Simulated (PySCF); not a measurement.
## Working out the ionisation energy of Bi⁺

Bi⁺ [Xe] 4f14 5d10 6s2 6p2 (3P) → Bi²⁺ [Xe] 4f14 5d10 6s2 6p1 (2P). Computed with PySCF 2.14 in aug-cc-pwCVTZ-PP with ECP60MDF, with a scalar-relativistic core potential. Frozen: nothing. Energies in hartree (1 hartree = 27.21139 eV):

```json
{"part": "UHF", "Bi⁺ (lower)": "-213.292965", "Bi²⁺ (upper)": "-212.730472"}
{"part": "MP2 opposite-spin", "Bi⁺ (lower)": "-0.476462", "Bi²⁺ (upper)": "-0.467379"}
{"part": "MP2 same-spin", "Bi⁺ (lower)": "-0.249394", "Bi²⁺ (upper)": "-0.238897"}
```

Problem. What does Hartree-Fock give?

Solution. (-212.730472) − (-213.292965) = 0.562493 hartree = 15.306 eV.

Problem. What do MP2 and SCS-MP2 (6/5 opposite-spin, 1/3 same-spin) give?

Solution. The opposite-spin parts differ by 0.247 eV and the same-spin parts by 0.286 eV. MP2: 15.306 + (0.247) + (0.286) = 15.839 eV. SCS-MP2: 15.306 + 1.2 × (0.247) + (0.286)/3 = 15.698 eV.

Reference: 16.703 eV (measured; NIST Atomic Spectra Database, ionization energies), between the lowest levels; spin-orbit coupling is absent from the calculation.

What remains against the reference includes basis incompleteness and correlation beyond second order.
